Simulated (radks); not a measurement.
Values are calculated unless marked as measured or tabulated.
Task: Neutral lithium, [He] 2s1. Code: a radial shooting solver on a logarithmic mesh with Libxc functionals. Model: non-relativistic Kohn-Sham, exchange-only PBE, spin-polarised, spherical densities, point nucleus. Every spin shell is full or empty, so the densities are truly spherical. Functionals are evaluated on that one density, not self-consistently. Rank these orbital-free kinetic functionals by their error against the exact value of the orbitals, and give that value: Thomas-Fermi, TF + vW, TF + vW/5, Perdew 92, Thakkar, Pearson, LKT, DePristo-Kress.

Result: Exact: 7.41138 hartree. From best to worst, with 100 (|E| - |E exact|)/|E exact| (equal figures are ties): DePristo-Kress -0.37, Perdew 92 +0.48, Thakkar +0.52, Pearson -4.17, TF + vW/5 +9.10, Thomas-Fermi -10.35, LKT +57.48, TF + vW +86.92.
